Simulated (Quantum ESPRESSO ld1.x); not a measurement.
The carbon ion C4+, 2 electrons, occupied as [He] 2s(up 0, down 0). Method: scalar-relativistic Kohn-Sham, LDA (Slater exchange, VWN5 correlation), spin-polarised, spherical densities, point nucleus; computed with ld1.x of Quantum ESPRESSO 7.5.

Normalised radial functions P(r) = r R(r), r in bohr:

r	1s	2s
0.01664	0.4172	0.1271
0.02238	0.5419	0.1650
0.03008	0.6956	0.2114
0.04045	0.8790	0.2664
0.05438	1.0876	0.3278
0.07311	1.3087	0.3904
0.0983	1.5171	0.4435
0.1311	1.6711	0.4694
0.1763	1.7317	0.4455
0.237	1.6484	0.3417
0.3186	1.4027	0.1348
0.4284	1.0290	-0.1743
0.5759	0.6193	-0.5363
0.7743	0.2862	-0.8425
1.041	0.0929	-0.9594
1.4	0.0188	-0.8206
1.882	0.0020	-0.5091
2.51	0.0001	-0.2186
3.374	0.0000	-0.0552

1s: eigenvalue -354.81 eV, 0 radial nodes, <r> = 0.269 bohr, 90 % of the charge inside 0.483 bohr. 2s (empty): eigenvalue -68.479 eV, 1 radial node at r = 0.366 bohr, <r> = 1.21 bohr, 90 % of the charge inside 1.87 bohr.
